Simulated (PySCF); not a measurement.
**Field gradients at the hydrogen positions**

Compound: C4H8O2Si.
Geometry (GFN2-xTB, Å), atoms numbered from 1 in this order:
```
atom  x, y, z in Å
C1    -2.5357   -0.3576   -0.2992
C2    -1.3021   -0.0197   -0.6207
C3    -0.1607    0.0381    0.3482
C4     0.8994   -1.0415   -0.0037
O5     1.9273   -0.4258   -0.7187
Si6    1.8828    1.2085   -0.5767
O7     0.4850    1.2825    0.2722
H8    -3.3240   -0.3998   -1.0311
H9    -2.8071   -0.6088    0.7131
H10   -1.0322    0.2448   -1.6340
H11   -0.5232   -0.0944    1.3736
H12    1.3110   -1.4844    0.9095
H13    0.4619   -1.8332   -0.6186
H14    1.7699    1.7729   -1.9119
H15    2.9433    1.7265    0.2704
```

Level: PBE0/pcSseg-1 (PySCF, non-relativistic); Q(2H) = 0.00286 b; rigid geometry, the same for H and D, with no vibrational averaging.

Question: Rank these positions by the coupling χzz of a deuteron there, largest first.
A. H15 (Si–H hydrogen)
B. H10 (vinylic hydrogen)
C. H8 (vinylic hydrogen)
D. H13 (methylene hydrogen)

Answer: C (227 kHz), B (218 kHz), D (196 kHz), A (110 kHz).

Give the electric field gradient Vzz (the principal value of largest size), its asymmetry and the 2H coupling at each hydrogen.

```
atom  bonded to  bond length (Å)  Vzz (au)     η  χzz (kHz)
  H8         C1            1.077    0.3379  0.05        227
  H9         C1            1.078    0.3355  0.06        225
 H10         C2            1.081    0.3246  0.06        218
 H11         C3            1.096    0.2885  0.04        194
 H12         C4            1.095    0.2910  0.05        196
 H13         C4            1.094    0.2913  0.04        196
 H14        Si6            1.454    0.1633  0.01        110
 H15        Si6            1.453    0.1643  0.01        110
```

Average by the element that carries the hydrogen.

on C: 209 kHz over 6 positions, mean bond length 1.087 Å; on Si: 110 kHz over 2 positions, mean bond length 1.453 Å.

How does χzz go with the bond length over the 6 C–H bonds?

A straight-line fit has a slope of -17.5 kHz for each 0.01 Å, with a correlation coefficient of -1.00, over lengths from 1.077 to 1.096 Å. The longer bonds have the smaller couplings here.

Give the 2H NMR doublet splittings at H15 for a magnetic field along the z, y and x axes of the gradient: 3χ/2, 3χ(1 + η)/4, 3χ(1 − η)/4.

With |χ| = 110.4 kHz and η = 0.012: 166, 84 and 82 kHz, to first order and without motion.

The structure is a single GFN2-xTB conformer in the gas phase; no vibrational or solvent corrections. GFN2-xTB bond lengths can be off by several hundredths of an ångström, more for odd bonds, and the gradients follow them. The small basis limits the accuracy of the gradients.
